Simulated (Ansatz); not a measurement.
Coupled-cluster diagnostics for the cluster CaF₂⁻, Ansatz.

Geometry of the doublet (PBE0-D4/def2-TZVPD):

```
atom    x (Å)    y (Å)    z (Å)
 Ca1  -0.2777  -0.6063  -0.1564
  F2   1.3924  -0.5156   1.0259
  F3  -1.1147   1.1218  -0.8695
```

Correlated methods freeze 7 core orbitals; core or outer-core shells of Ca are correlated, in sets that lack core-valence functions. In the quartet, F2 and F3 lie 1.95 Å apart (atoms count from 1), so these atoms are partly bonded to each other. The structure comes from a short search, and lower isomers may exist.

Geometry of the charge -1 quartet (PBE0-D4/def2-TZVPD):

Cartesian coordinates in Å:
```
Ca -1.218 -0.344 0.338
F 0.251 0.868 -0.753
F 0.968 -0.524 0.415
```

Problem. Estimate the CCSD(T) correlation energy, the shares of MP2 and (T), T1 and the reference's ⟨S²⟩ for: charge -1, doublet, own geometry in def2-TZVPPD; charge -1, quartet, own geometry in def2-TZVPPD; charge 0, singlet, vertical in def2-TZVPPD; and the rough time on 4 threads of Arm Neoverse V2 on a shared host.

Solution. 
```csv
state,basis,correlation (eV),MP2 share (%),(T) share (%),T1,⟨S²⟩ (pure),wall time,remarks
"charge -1, doublet, own geometry",def2-TZVPPD,-20.905,96.0,2.7,0.017,0.75 (0.75),6 s,–
"charge -1, quartet, own geometry",def2-TZVPPD,-20.133,92.2,2.9,0.047,3.77 (3.75),10 s,large T1
"charge 0, singlet, vertical",def2-TZVPPD,-20.749,96.2,2.7,0.014,0.00 (0.00),1.6 s,–
```
Customary marks for T1 are 0.02 (closed shells), 0.045 (open shells) and about 0.05 (3d metals). T1 exceeds 0.02 in 1 of 3 rows and 0.045 in 1; the higher it lies, the less the single-reference result can be trusted.
